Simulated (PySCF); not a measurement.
# AsH₃: adding exact exchange

Base calculation in PySCF with density fitting and no spin–orbit coupling, PBE/def2-TZVP (no relativity): singlet, C3v, As–H 1.536 Å (×3); H–As–H 91.1° (×3); wavenumbers 896, 981 (×2), 2125, 2142 (×2) cm⁻¹; dipole moment 0.25 D, gap between the highest occupied and lowest empty levels 6.49 eV, polar-tensor charge of As 0.38 e, atomisation energy (no zero-point energy) 912 kJ/mol.

Task: What changes on going to PBE0/def2-TZVP (no relativity)?

Result: The point group stays the same. Changes: mean bond to As -0.014 Å, smallest bond angle +0.9 degrees, highest wavenumber +86 cm⁻¹, lowest wavenumber +26 cm⁻¹, dipole moment +0.09 D, gap between the highest occupied and lowest empty levels +2.00 eV, polar-tensor charge of As +0.01 e, atomisation energy (no zero-point energy) -12 kJ/mol. The new structure has As–H 1.522 Å (×3); H–As–H 92.0° (×3), with wavenumbers 922, 1018 (×2), 2215, 2228 (×2) cm⁻¹. Exact exchange shortens and stiffens the bonds and opens the gap, the usual pattern.

Only the bonding shown was studied: isomers, or loss of a ligand pair, can lie lower.
